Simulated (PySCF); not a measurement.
Gas-phase equilibrium of 1 mol HCl, 0.85 mol O2 at 1200 K and 0.00100 bar, among 14 species (ClO, O2, HCl, O, HO2, H2O, H, HOCl, H2O2, O3, H2, Cl, Cl2, OH). Only gases are allowed; each row takes one source of thermochemistry for all species, and Cantera finds the minimum.

Computed with PySCF and rigid-rotor harmonic-oscillator thermochemistry at 1 bar. Table values come from the NASA 1993 polynomials. † marks an energy on the PBE0/def2-TZVP geometry and frequencies. Open shells (unrestricted) among the columns below: ClO (multiplicity 2, electronic degeneracy 4), O2 (multiplicity 3), Cl (multiplicity 2, electronic degeneracy 6), OH (multiplicity 2, electronic degeneracy 4); the rest are closed-shell singlets. Spin-orbit splitting is ignored; it lowers the true energy and changes the entropy of ClO, Cl, OH. B3LYP is the form with VWN-RPA correlation. The harmonic model lacks anharmonicity and excited electronic states, which grow with temperature; levels with a mode under 35 cm⁻¹ are left out. The table's entry may be an old estimate for ClO, HOCl, OH (not checked at source).

Molecules larger than those listed are left out.

Mole fractions:

```csv
thermochemistry,x HCl,x O2,x H2O,x Cl2,x Cl,x ClO,x OH,x HOCl
table,0.49,0.45,0.028,0.018,0.020,1.7e-5,1.1e-5,2.3e-6
B3LYP/def2-TZVP†,0.51,0.45,0.016,0.0039,0.023,1.1e-5,1.8e-5,7.3e-7
PBE0/def2-QZVP†,0.51,0.45,0.016,0.0096,0.013,1.2e-5,1.3e-5,1.0e-6
PBE0/def2-SVP†,0.53,0.46,0.0062,0.00042,0.012,2.1e-7,5.4e-6,9.6e-8
LDA/def2-TZVP†,0.48,0.45,0.032,0.032,0.00019,1.8e-5,5.5e-8,1.4e-5
```
The most sensitive of these is OH: it spans a factor of 10^2.5 over these rows; at this temperature one factor of ten is RT ln 10 = 23 kJ/mol.
